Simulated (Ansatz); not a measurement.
Si(OAc)2Me2 (C₆H₁₂O₄Si). Charge 0, multiplicity 1. Geometry r2SCAN-D4/def2-SVP.

```xyz
23

Si   -0.855    0.584    0.475
O     0.792    0.776    0.879
C     1.638   -0.270    0.991
C     3.066    0.174    1.099
O     1.259   -1.419    0.970
H     3.714   -0.681    1.325
H     3.168    0.958    1.864
H     3.359    0.621    0.136
O    -1.047   -0.602   -0.737
C    -0.204   -0.708   -1.787
C    -0.433   -1.971   -2.563
O     0.643    0.121   -2.028
H     0.164   -1.966   -3.482
H    -1.502   -2.096   -2.787
H    -0.134   -2.820   -1.928
C    -1.382    2.242   -0.158
H    -2.437    2.231   -0.475
H    -0.759    2.517   -1.023
H    -1.263    3.017    0.615
C    -1.800   -0.070    1.927
H    -2.866   -0.199    1.680
H    -1.727    0.611    2.790
H    -1.392   -1.049    2.218
```

B3LYP takes the VWN-RPA correlation.

Task: Estimate the orbital energies around the gap (eV) in Ansatz with PBE-D4/def2-TZVP, r2SCAN-D4/def2-TZVP, r2SCANh-D4/def2-TZVP, B3LYP-D4/6-31G, PBE0-D4/def2-SVP.

Result: 
```json
{"orbital": "HOMO−5", "PBE-D4/def2-TZVP": "-8.41", "r2SCAN-D4/def2-TZVP": "-8.76", "r2SCANh-D4/def2-TZVP": "-9.34", "B3LYP-D4/6-31G": "-9.66", "PBE0-D4/def2-SVP": "-9.93"}
{"orbital": "HOMO−4", "PBE-D4/def2-TZVP": "-7.85", "r2SCAN-D4/def2-TZVP": "-8.21", "r2SCANh-D4/def2-TZVP": "-8.79", "B3LYP-D4/6-31G": "-8.96", "PBE0-D4/def2-SVP": "-9.33"}
{"orbital": "HOMO−3", "PBE-D4/def2-TZVP": "-7.58", "r2SCAN-D4/def2-TZVP": "-7.92", "r2SCANh-D4/def2-TZVP": "-8.50", "B3LYP-D4/6-31G": "-8.65", "PBE0-D4/def2-SVP": "-9.03"}
{"orbital": "HOMO−2", "PBE-D4/def2-TZVP": "-7.29", "r2SCAN-D4/def2-TZVP": "-7.60", "r2SCANh-D4/def2-TZVP": "-8.12", "B3LYP-D4/6-31G": "-8.37", "PBE0-D4/def2-SVP": "-8.63"}
{"orbital": "HOMO−1", "PBE-D4/def2-TZVP": "-6.25", "r2SCAN-D4/def2-TZVP": "-6.59", "r2SCANh-D4/def2-TZVP": "-7.22", "B3LYP-D4/6-31G": "-7.54", "PBE0-D4/def2-SVP": "-7.83"}
{"orbital": "HOMO", "PBE-D4/def2-TZVP": "-6.18", "r2SCAN-D4/def2-TZVP": "-6.52", "r2SCANh-D4/def2-TZVP": "-7.16", "B3LYP-D4/6-31G": "-7.47", "PBE0-D4/def2-SVP": "-7.75"}
{"orbital": "LUMO", "PBE-D4/def2-TZVP": "-1.06", "r2SCAN-D4/def2-TZVP": "-0.79", "r2SCANh-D4/def2-TZVP": "-0.38", "B3LYP-D4/6-31G": "-0.13", "PBE0-D4/def2-SVP": "0.20"}
{"orbital": "LUMO+1", "PBE-D4/def2-TZVP": "-0.94", "r2SCAN-D4/def2-TZVP": "-0.66", "r2SCANh-D4/def2-TZVP": "-0.24", "B3LYP-D4/6-31G": "0.02", "PBE0-D4/def2-SVP": "0.36"}
{"orbital": "LUMO+2", "PBE-D4/def2-TZVP": "0.19", "r2SCAN-D4/def2-TZVP": "0.96", "r2SCANh-D4/def2-TZVP": "1.17", "B3LYP-D4/6-31G": "1.88", "PBE0-D4/def2-SVP": "1.68"}
{"orbital": "LUMO+3", "PBE-D4/def2-TZVP": "0.76", "r2SCAN-D4/def2-TZVP": "1.32", "r2SCANh-D4/def2-TZVP": "1.63", "B3LYP-D4/6-31G": "2.02", "PBE0-D4/def2-SVP": "2.21"}
{"orbital": "LUMO+4", "PBE-D4/def2-TZVP": "0.89", "r2SCAN-D4/def2-TZVP": "1.60", "r2SCANh-D4/def2-TZVP": "1.87", "B3LYP-D4/6-31G": "2.37", "PBE0-D4/def2-SVP": "2.39"}
{"orbital": "LUMO+5", "PBE-D4/def2-TZVP": "1.23", "r2SCAN-D4/def2-TZVP": "2.03", "r2SCANh-D4/def2-TZVP": "2.28", "B3LYP-D4/6-31G": "3.15", "PBE0-D4/def2-SVP": "2.69"}
```
